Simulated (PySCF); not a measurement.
Delta-SCF ions had no search for a lower state. Excitations are Tamm–Dancoff values on a coarser integration grid. The basis has no diffuse functions, so Rydberg states are missing or too high.

Z-matrix (Å, degrees):
```
B
N 1 1.3835
H 2 1.0080 1 122.54
H 2 1.0080 3 114.93 1 -179.97
I 1 2.1451 2 119.64 3 0.03
I 1 2.1452 2 119.64 3 -179.98
```
Charge 0, spin multiplicity 1.

Problem. Give the T1 excitation (TDA), S1 excitation (TDA), HOMO, HOMO–LUMO gap, LUMO, S1–T1 gap (TDA), vertical ionisation energy (Delta-SCF) and dipole moment at the level r2SCAN-D4/def2-TZVP (PySCF).

Solution. 
The T1 excitation (TDA) is 5.05 eV. The S1 excitation (TDA) is 5.22 eV, the HOMO is -6.46 eV and the HOMO–LUMO gap is 5.20 eV. The LUMO is -1.27 eV, the S1–T1 gap (TDA) is 0.18 eV and the vertical ionisation energy (Delta-SCF) comes out as 9.08 eV. The dipole moment is 2.76 D.
